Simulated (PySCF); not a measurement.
iodine monochloride (ClI), singlet, geometry from GFN2-xTB (core potentials on I). Base run: M06L/def2-SVP in PySCF.

Here is a job for PySCF.
```python
from pyscf import gto, scf, dft

mol = gto.Mole()
mol.atom = '''
    Cl   -0.000000   -0.000000   -1.746255
    I     0.000000    0.000000    0.560119
'''
mol.basis = 'def2-svp'
mol.ecp = {'I': 'def2-svp'}
mol.charge = 0
mol.spin = 0
mol.verbose = 5
mol.build()

mf = dft.RKS(mol)
mf.xc = 'm06l'
mf.kernel()
mf.analyze()
```

Variants of this job, named by their change:

| change | ΔE vs base (µEh) | grid points | electrons on the grid | outcome |
|---|---|---|---|---|
| base | 0.0 | 40840 | 42.00000 | converged |
| grids.prune = dft.gen_grid.treutler_prune | 0.7 | 40496 | 42.00000 | converged |
| grids.atom_grid = (150, 974) | 17.8 | 144880 | 42.00000 | converged |
| grids.prune = dft.gen_grid.sg1_prune | - | - | - | input refused |
| grids.level = 2 | 82.7 | 25792 | 42.00000 | converged |
| grids.atom_grid = (75, 302) | -7.4 | 26760 | 42.00000 | converged |
| grids.level = 1 | 445 | 14344 | 42.00002 | converged |
| grids.atom_grid = (99, 590) | 29.8 | 58584 | 42.00000 | converged |
| grids.level = 7 | 14.6 | 175280 | 42.00000 | converged |
| grids.level = 4 | 17.7 | 60280 | 42.00000 | converged |
| grids.becke_scheme = stratmann | 2.6 | 40840 | 41.99999 | converged |

- grids.prune = dft.gen_grid.sg1_prune: ended with `IndexError: index 53 is out of bounds for axis 0 with size 19`
